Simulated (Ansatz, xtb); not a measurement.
C3HSe: where a starting geometry ends

The starting geometry of this gas-phase doublet was built from a drawn formula by distance geometry and a force field; its bonds are those of `[C]=C[C]=[Se]`.

```yaml
atoms:
  - { symbol: C, position_ang: [-1.9226, -2.6810, 1.5001] }
  - { symbol: C, position_ang: [-1.1126, -2.0690, 2.4175] }
  - { symbol: C, position_ang: [-1.0291, -0.6199, 2.3015] }
  - { symbol: Se, position_ang: [-1.9751, 0.3136, 1.0258] }
  - { symbol: H, position_ang: [-0.5915, -2.6610, 3.1114] }
```

Where would you expect an optimisation with r2SCAN-D4/def2-SVP to take it?

A new bond forms, giving a structure given below by its coordinates. Contacts that close: C1–C3 (2.39 → 1.45 Å).

The energy falls by 2.31 eV over 12 steps:

```
step  E − E(last) (eV)
   1             2.307
   2             1.927
   3             1.512
   5             0.658
   6             0.158
   7             0.048
   8             0.004
  10             0.001
  11             0.000
  12             0.000
```

Final geometry (Å):

```xyz
5

C    -1.8981   -2.5590    1.4894
C    -1.0616   -2.1855    2.4838
C    -1.5925   -1.1560    1.6894
Se   -1.6762    0.5657    1.3631
H    -0.4026   -2.3824    3.3305
```

From the same start GFN2-xTB reaches the same bonding as this run.

The end wasn't checked by frequencies. Open shells are spin-unrestricted. Run with Ansatz 0.2.0, 110 s on 1 thread of Arm Neoverse V1, with other jobs on the host.
